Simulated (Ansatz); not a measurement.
`N[SiH2]N[SiH2]Cl` + `NBO` → `NBO[SiH2]Cl` + `N[SiH2]N`  (ligand exchange at the Si–N bond)

Calculated with Ansatz (gas phase, PBE0-D4/def2-TZVP geometries, no zero-point term in ΔE). CCSD(T)/CBS is the MP2 limit (def2-TZVPP, def2-QZVPP) plus CCSD(T) − MP2 in def2-TZVPP, frozen cores. This one scheme is used for every species. DFT in def2-TZVPP. One conformer a species, not always the lowest.

CCSD(T)/CBS gives -7.2 kcal/mol.

Problem. Another level gave -7.0 kcal/mol. Which?
A. HF/def2-TZVPP
B. B2PLYP/def2-TZVPP
C. ωB97M-V/def2-TZVPP
D. PBE0-D4/def2-TZVPP

Solution. C. ωB97M-V -7.0, B2PLYP -8.1, PBE0-D4 -6.0, HF/def2-TZVPP -10.2 kcal/mol.

Largest T1 diagnostic among the species: 0.012.

The D4 term adds +1.2 kcal/mol with B3LYP and +0.7 kcal/mol with PBE0; it sums over pairs of atoms, weighted by their polarisabilities, and B3LYP, whose exchange is more repulsive, gets the larger term. In def2-TZVPP, CCSD(T) changes the Hartree–Fock value by +3.0 kcal/mol (the triples alone add +0.4 kcal/mol) and MP2 by +3.2 kcal/mol.

B3LYP here is the variant with VWN-RPA as its local correlation; programs differ in this.
